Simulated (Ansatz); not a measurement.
`C[CH2][GeH]([CH2]C)[N](C)C`, relaxed with RKS PBE-D4/def2-SVP in the Gaussian-basis code of Ansatz from a rough embedded geometry. The force threshold is 0.03 eV/Å; the program also tests the step.

Charge 0, multiplicity 1.

Start:

```xyz
25

C     1.468   -1.933   -1.729
C     0.958   -1.650   -0.306
Ge    0.572    0.251   -0.016
C     0.922    0.665    1.847
C     0.084   -0.056    2.804
N    -1.288    0.591   -0.329
C    -1.548    2.009   -0.202
C    -1.663    0.130   -1.672
H     2.404   -1.268   -1.880
H     0.739   -1.562   -2.488
H     1.724   -2.942   -1.867
H     1.691   -1.961    0.433
H     0.073   -2.212   -0.133
H     1.418    1.131   -0.984
H     0.878    1.780    1.953
H     2.017    0.447    2.020
H    -1.004    0.254    2.632
H     0.187   -1.116    2.661
H     0.342    0.220    3.824
H    -0.877    2.645   -0.930
H    -2.570    2.262   -0.380
H    -1.297    2.305    0.831
H    -1.538   -0.966   -1.716
H    -0.974    0.629   -2.443
H    -2.719    0.350   -1.929
```

```json
{"step": "1", "energy (eV)": "-64475.1875", "largest force (eV/Å)": "2.828", "largest move (Å)": "0.000"}
{"step": "2", "energy (eV)": "-64475.6767", "largest force (eV/Å)": "0.961", "largest move (Å)": "0.165"}
{"step": "3", "energy (eV)": "-64475.7036", "largest force (eV/Å)": "1.461", "largest move (Å)": "0.122"}
{"step": "4", "energy (eV)": "-64475.7738", "largest force (eV/Å)": "0.231", "largest move (Å)": "0.072"}
{"step": "5", "energy (eV)": "-64475.7817", "largest force (eV/Å)": "0.060", "largest move (Å)": "0.044"}
{"step": "6", "energy (eV)": "-64475.7848", "largest force (eV/Å)": "0.246", "largest move (Å)": "0.066"}
{"step": "7", "energy (eV)": "-64475.7879", "largest force (eV/Å)": "0.057", "largest move (Å)": "0.046"}
{"step": "8", "energy (eV)": "-64475.7888", "largest force (eV/Å)": "0.035", "largest move (Å)": "0.027"}
{"step": "9", "energy (eV)": "-64475.7891", "largest force (eV/Å)": "0.009", "largest move (Å)": "0.026"}
```

End:

```xyz
25

C     1.502   -1.973   -1.781
C     1.001   -1.632   -0.374
Ge    0.723    0.295   -0.027
C     0.957    0.721    1.887
C    -0.033   -0.027    2.784
N    -1.057    0.708   -0.444
C    -1.497    2.067   -0.197
C    -1.638    0.143   -1.645
H     2.462   -1.464   -2.007
H     0.782   -1.662   -2.566
H     1.670   -3.064   -1.906
H     1.724   -1.984    0.393
H     0.043   -2.147   -0.148
H     1.732    1.134   -0.896
H     0.865    1.820    2.016
H     2.009    0.474    2.147
H    -1.081    0.195    2.499
H     0.094   -1.127    2.704
H     0.093    0.240    3.855
H    -1.212    2.795   -1.003
H    -2.608    2.107   -0.108
H    -1.081    2.450    0.758
H    -1.339   -0.917   -1.770
H    -1.363    0.686   -2.589
H    -2.751    0.161   -1.582
```

Run time 21 s (4 threads of an AMD EPYC 7R13 on a shared host and a share of an NVIDIA H100 80 GB); peak host memory 0.87 GiB.
